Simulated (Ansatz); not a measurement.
Relaxation of ClH₇OW (10 atoms, charge 0, multiplicity 1), to a largest force component of 0.03 eV/Å in at most 50 steps.

Method: Ansatz 0.2.0, RKS LDA/def2-SVP.

```xyz
10
Properties=species:S:1:pos:R:3
W 0.054 0.287 0.067
Cl -0.365 -0.130 2.348
H 1.325 -0.497 -0.741
H -0.934 1.242 -0.938
H -1.467 -0.340 -0.127
H -0.155 -1.351 -0.043
H -0.350 -0.415 -1.399
O 2.109 1.965 1.691
H 2.905 1.408 1.608
H 1.592 1.527 2.420
```

Problem. Where does it end, and by what steps?

Solution. The run converged. After 9 steps the energy has fallen by 0.853 eV; O8 moved furthest, 0.66 Å. Joined: W1–O8 (3.11 → 2.22 Å).

| step | energy less start (eV) | largest force component (eV/Å) | accepted |
| --- | --- | --- | --- |
| 0 | 0.0000 | 1.348 | yes |
| 1 | -0.2361 | 1.198 | yes |
| 2 | -0.4581 | 1.049 | yes |
| 3 | -0.7422 | 0.699 | yes |
| 4 | -0.7857 | 1.216 | yes |
| 5 | -0.8430 | 0.414 | yes |
| 6 | -0.8496 | 0.127 | yes |
| 7 | -0.8488 | 0.136 | no |
| 8 | -0.8525 | 0.042 | yes |
| 9 | -0.8531 | 0.027 | yes |

```xyz
10
Properties=species:S:1:pos:R:3
W 0.233 0.363 0.203
Cl -0.353 -0.047 2.424
H 1.505 -0.422 -0.621
H -0.736 1.363 -0.767
H -1.317 -0.242 -0.029
H -0.062 -1.265 0.039
H -0.257 -0.308 -1.261
O 1.695 1.581 1.348
H 2.647 1.358 1.296
H 1.359 1.315 2.254
```

Whether the end is a true minimum wasn't checked by a vibrational analysis.

Time of the run: 15 s on 2 threads of Arm Neoverse V1 (shared host), peak memory 0.14 GiB.
